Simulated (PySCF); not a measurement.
**RuS2, singlet: structure and spectrum**

Computed with PySCF, PBE0, basis Ru def2-TZVP with ECP28, S def2-TZVP (scalar-relativistic core potentials, no spin–orbit coupling, density fitting).

The structure is a higher-order saddle point with 2 imaginary modes (one degenerate set).

| Property | Result |
| --- | --- |
| Point group | D∞h |
| Bond lengths | Ru–S 2.074 Å (×2) |
| Bond angles | S–Ru–S 180.0° |
| Rotational constants | 0.06131 cm⁻¹ |
| Highest occupied level | -7.41 eV |
| Lowest empty level | -4.69 eV |
| Principal polarisabilities | 45.1, 45.1, 153.7 bohr³ |
| Principal quadrupole moments (Buckingham, traceless) about the centre of mass | -5.75, 2.88, 2.88 D Å |
| Atomisation energy without zero-point energy | 625 kJ/mol |
| Zero-point energy (real modes) | 6.5 kJ/mol |
| Dipole moment | 0.00 D |

Harmonic modes (masses in u: Ru 101.904, S 31.972):
```csv
symmetry,ω (cm⁻¹),"IR (km/mol, summed over degenerate members)",μ (u)
πu,117i,–,43.48
σg+,520,0.0,31.97
σu+,563,236,43.48
```

In D∞h the vibrations span πu + σg+ + σu+. The σg+ mode carries no infrared intensity, as symmetry demands. With a centre of inversion only u modes can be infrared active and only g modes Raman active.

Charges (e):
| atom | Mulliken | Löwdin | polar tensor | Mayer order to Ru1 |
| --- | --- | --- | --- | --- |
| Ru1 | 0.75 | -0.29 | 1.47 | – |
| S2,3 | -0.37 | 0.14 | -0.73 | 1.84 |
Other Mayer orders above 0.3: S–S 0.66.

Mulliken populations on Ru1 (electrons outside its core potential): s 2.10, p 6.26, d 6.88, f 0.01.

Outer orbital energies (eV). occupied: -11.29, -10.13, -10.13, -7.88, -7.88, -7.87, -7.41, -7.41; empty: -4.69, -3.81, -3.81, 0.61.

Other isomers or separated fragments may lie lower. At the minimum of this search the closed-shell solution is unstable towards spin polarisation, so a lower open-shell solution exists.

The final relaxation and frequency run took about 40 core-seconds on a shared host.
